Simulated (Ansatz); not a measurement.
## Ansatz (development build ahead of 0.2.0) run

```yaml
crystal:
  periodic: [false, false, false]
  atoms:
    - { symbol: Mo, position_ang: [0.0, 0.0, 0.0] }
basis:
  gaussian: { orbitals: def2-SVP }
magnetization:
  spin_polarized: true
  initial_magnetization: 6
hamiltonian:
  xc: hf
```

The input is written out in the form of the current development build from the run's settings. The basis set brings a core potential for Mo, so the total leaves out those core electrons.

Results

```json
{"Converged": "yes", "Total energy": "-67.54537 hartree", "Spin squared of the determinant": "12.002"}
```
